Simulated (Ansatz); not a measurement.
Geometry optimisation, RKS BLYP/def2-SVP in Ansatz 0.2.0.

Input:

```yaml
crystal:
  periodic: [false, false, false]
  atoms:
    - { symbol: O, position_ang: [-1.6849, -1.2056, 1.2014] }
    - { symbol: C, position_ang: [-0.9095, -0.2709, 1.0326] }
    - { symbol: C, position_ang: [0.3417, -0.4622, 0.2531] }
    - { symbol: C, position_ang: [0.4264, 0.3374, -1.0258] }
    - { symbol: Br, position_ang: [0.6922, 2.2097, -0.6976] }
    - { symbol: H, position_ang: [-1.0713, 0.752, 1.4582] }
    - { symbol: H, position_ang: [1.2399, -0.1889, 0.9196] }
    - { symbol: H, position_ang: [0.5015, -1.5148, 0.0319] }
    - { symbol: H, position_ang: [-0.6054, 0.287, -1.4976] }
    - { symbol: H, position_ang: [1.1525, 0.005, -1.6728] }
basis:
  gaussian: { orbitals: def2-SVP }
hamiltonian:
  xc: blyp
relax:
  f_tol: 0.02
  max_steps: 50
output:
  orbitals: {}
```

Command:

```bash
$ ansatz run input.yaml --threads 2 --pin off --max-ram 3072MiB --backend cpu --events-out ev --progress --plain --runs-dir out
```

Task: Where does it end, and by what steps?

Result: The run converged. The force dipped under the threshold on the way, but the program's further checks kept it going. After 18 steps the energy has fallen by 0.340 eV; O1 moved furthest, 0.41 Å.

```tsv
step	energy less start (eV)	largest force component (eV/Å)	accepted
0	0.0000	3.751	yes
1	-0.2700	1.104	yes
2	-0.2631	1.571	no
3	-0.3252	0.494	yes
4	-0.3313	0.194	yes
5	-0.3336	0.201	yes
6	-0.3377	0.051	yes
7	-0.3380	0.090	yes
8	-0.3388	0.018	yes
9	-0.3336	0.670	no
10	-0.3391	0.049	yes
11	-0.3350	0.486	no
12	-0.3395	0.033	yes
13	-0.3396	0.077	yes
14	-0.3397	0.040	yes
15	-0.3398	0.024	yes
16	-0.3398	0.018	yes
17	-0.3398	0.036	no
18	-0.3399	0.009	yes
```

```xyz
10
Properties=species:S:1:pos:R:3
O -1.560 -1.199 1.590
C -0.920 -0.294 1.088
C 0.328 -0.508 0.228
C 0.417 0.362 -1.031
Br 0.657 2.307 -0.629
H -1.208 0.788 1.244
H 1.217 -0.319 0.871
H 0.356 -1.581 -0.059
H -0.495 0.302 -1.653
H 1.292 0.090 -1.646
```

Whether the end is a true minimum wasn't checked by a vibrational analysis.

Time of the run: 37 s on 2 threads of Arm Neoverse V2 (shared host), peak memory 0.15 GiB.
